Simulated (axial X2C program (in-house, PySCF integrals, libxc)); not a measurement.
Levels of Ca₂⁺ by electron attachment to Ca₂²⁺ (EOM-EA-CCSD)

Computed with an in-house all-electron X2C program for linear molecules (integrals from PySCF): two-component X2C with atomic mean-field Coulomb and Gaunt terms, Gaussian nuclei, basis Ca dyall-acv3z with contracted cores.

R = 3.854 Å (near the PBE0 minimum at charge 1 of the determinant lowest at the starting distance; the state shown can have its own minimum elsewhere).

Hartree–Fock spinors of Ca₂²⁺ (one of each Kramers pair; a window near the gap, which can cut inner shells):

| ω | occupied | ε (eV) | character |
| --- | --- | --- | --- |
| 1/2 | yes | -14.27 | 64% Ca s, 24% Ca p, 11% Ca d |
| 1/2 | no | -8.21 | 57% Ca s, 32% Ca p, 9% Ca d |
| 1/2 | no | -6.73 | 80% Ca p, 17% Ca d |
| 3/2 | no | -6.72 | 80% Ca p, 17% Ca d |
| 1/2 | no | -6.54 | 69% Ca p, 25% Ca s, 5% Ca d |
| 1/2 | no | -5.62 | 58% Ca p, 39% Ca d |
| 3/2 | no | -5.61 | 58% Ca p, 39% Ca d |

Levels of Ca₂⁺ obtained by attaching an electron to Ca₂²⁺:

| Ω | binding energy (eV) | above lowest (cm⁻¹) | attached spinor | one-particle weight |
| --- | --- | --- | --- | --- |
| 1/2 | 8.940 | 0 | 60% Ca sσ, 28% Ca pσ | 0.94 |
| 1/2 | 7.441 | 12096 | 70% Ca pπ, 26% Ca dπ | 0.90 |
| 3/2 | 7.437 | 12127 | 70% Ca pπ, 26% Ca dπ | 0.90 |
| 1/2 | 7.364 | 12714 | 64% Ca pσ, 26% Ca sσ | 0.78 |
| 1/2 | 6.363 | 20785 | 76% Ca dσ, 20% Ca pσ | 0.89 |
| 3/2 | 6.326 | 21085 | 62% Ca pπ, 36% Ca dπ | 0.87 |
| 1/2 | 6.325 | 21093 | 62% Ca pπ, 36% Ca dπ | 0.87 |

This point took 20 s on 1 thread of Arm Neoverse V2, with other jobs on the host.

Reference electrons by ω block (each with its −ω partner): 1/2: 15, 3/2: 4. 18 electrons of Ca₂²⁺ correlated (inner shells frozen), 84 natural virtual spinors (a truncated set); levels can be off by some tenths of an eV. Roots sought by Ω: (1/2: 5, 3/2: 4, 5/2: 2, 7/2: 1); the list ends where they run out and leaves out roots under 60 % one-particle weight. The solver can skip a root, and states that need a further excitation, which the method places far too high, are missing though they may lie low or lowest. T1 of the reference 0.008 (Lee–Taylor). The reference was not checked to be the lowest state of its species. Number of frozen shells: Ca 2 s, 1 p. g and u states are not told apart.
